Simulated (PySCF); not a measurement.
A structure optimised at PBE-D3(BJ)/def2-SVP, used in a PySCF frequency run:

```xyz
8

C     -1.0866    -1.5826     0.0000
C      0.0053    -0.7343     0.0000
F      1.2560    -1.2430     0.0000
C     -0.0458     0.6636     0.0000
F     -1.1884     1.3317     0.0000
F      1.0206     1.4407     0.0000
H     -2.1054    -1.1773     0.0000
H     -0.9261    -2.6679     0.0000
```
Charge 0, spin multiplicity 2.

Write its SMILES, formula and point group.

C=C(F)[C](F)F, C3H2F3, Cs

What are its rotational constants (standard atomic weights)?

5.3115, 3.2944, 2.0333 GHz
